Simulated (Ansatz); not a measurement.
`ClC[SiH2]Cl`, charge 0, multiplicity 1.

Give a relaxed structure at PBE0-D4/def2-TZVP (the Gaussian-basis code of Ansatz). (Best estimate.)

Computed: 
Z-matrix (Å, degrees):
```
C
Si 1 1.873
Cl 1 1.787 2 106.4
H 1 1.090 2 112.5 3 -118.2
H 1 1.090 2 112.5 3 118.2
Cl 2 2.058 1 108.5 3 180.0
H 2 1.479 1 109.9 3 -61.5
H 2 1.479 1 109.9 3 61.5
```
Point group Cs.
